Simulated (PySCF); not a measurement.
A GIAO shielding run with PySCF 2.14.0 with density-fitted response routines (density fitting, non-relativistic, gas phase) on SMILES C=C[C@@H]1[C@@H](F)CC[Si@H]1O[SiH3], C$_{6}$H$_{13}$FOSi$_{2}$:

```
$ OMP_NUM_THREADS=1 python probes_run.py task.json out

{"job": {"kind": "nmr", "xc": "PBE0", "basis": "pcSseg-1"}, "charge": 0, "multiplicity": 1}
C     -2.347778     1.907387    -0.532753
C     -1.997316     0.827465     0.143064
C     -0.852471    -0.053776    -0.204218
C     -1.186664    -1.539809    -0.116144
F     -1.979087    -1.930761    -1.182337
C      0.108153    -2.347728    -0.111398
C      1.022160    -1.770370     0.971652
Si     0.653570     0.098785     0.968997
O      1.849015     0.981882     0.338724
Si     2.588131     2.128407    -0.552571
H     -1.822032     2.212500    -1.422793
H     -3.170712     2.530273    -0.227543
H     -2.542928     0.543197     1.034300
H     -0.535643     0.159304    -1.229902
H     -1.778535    -1.749110     0.784345
H      0.573619    -2.241046    -1.093354
H     -0.102221    -3.406932     0.046488
H      0.763805    -2.204959     1.936803
H      2.060302    -2.030096     0.776999
H      0.340518     0.681678     2.271580
H      1.887925     3.389594    -0.322391
H      2.507621     1.710148    -1.951010
H      3.955815     2.130953    -0.043522
```

Hardware: 1 thread of an Arm Neoverse V1, shared host. The job also computes population analyses, field gradients, ring-centre shieldings.

**Question.** How large is the calculation?

**Answer.** 94 electrons, 249 basis functions and 1336 auxiliary functions.

**Question.** How long does it take, and how much memory does it need?

**Answer.** 91 s of wall time, with 14 SCF cycles and 4 response iterations; peak memory 1.1 GiB. Times on a shared host scatter by some tens of per cent.
